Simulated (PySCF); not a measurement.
# Ar²⁺: excitation energy

Ar²⁺ [Ne] 3s2 3p4 (3P) → Ar²⁺ [Ne] 3s1 3p5 (3P), as a difference of total energies. Calculation: PySCF 2.14, in dyall-acv3z; scalar relativity by spin-free X2C-1e. Correlated levels: valence: [Ne] frozen; valence and next inner shell: 1s2 frozen; virtual orbitals above 40 to 60 times the deepest correlated orbital energy dropped. The calculations carry no spin-orbit coupling.

| method | excitation energy (eV) |
| --- | --- |
| UHF | 17.312 |
| LDA | 14.819 |
| PBE | 14.916 |
| r2SCAN | 15.293 |
| HSE06 | 15.549 |
| PBEsol | 14.860 |
| MP2 (valence) | 15.795 |
| SCS-MP2 (valence) | 15.604 |
| MP2 (valence and next inner shell) | 15.723 |
| SCS-MP2 (valence and next inner shell) | 15.542 |

**Question.** Estimate what PBE0 gives.

**Answer.** 15.541 eV, closest to SCS-MP2 (valence and next inner shell) among the rows shown.

**Question.** Estimate what revPBE gives.

**Answer.** 14.896 eV, closest to PBE among the rows shown.
